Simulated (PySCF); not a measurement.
**How methods differ on the fine-structure interval of Gd²⁹⁺**

Gd²⁹⁺ [Ar] 3d10 4s2 4p5 [4p1/2^2 4p3/2^3, M_J = 3/2] → Gd²⁹⁺ [Ar] 3d10 4s2 4p5 [4p1/2^1 4p3/2^4, M_J = 1/2], as a difference of total energies. Computed with PySCF 2.14 in an uncontracted even-tempered set (17 s from 2.6 bohr⁻², ratio 2.8; 14 p from 3.4 bohr⁻², ratio 2.8; 8 d from 6 bohr⁻², ratio 2.8; 4 f from 18 bohr⁻², ratio 3), with the two-component X2C-1e Hamiltonian. Correlated levels: [Ne] frozen; the 80 highest virtual spinors dropped. "Screened" scales the spin-orbit matrix elements by Boettger's factors to mimic the two-electron term; Breit and QED terms are absent.

```csv
method,fine-structure interval (cm⁻¹)
GHF (screened spin-orbit),348980
GMP2 (screened spin-orbit),349440
GHF (bare spin-orbit),-1504.2
```

The determinant of the upper state mixes levels of different J (the jj label is only the starting occupation), so the difference between spin-free and spin-orbit rows is not the physical spin-orbit shift.
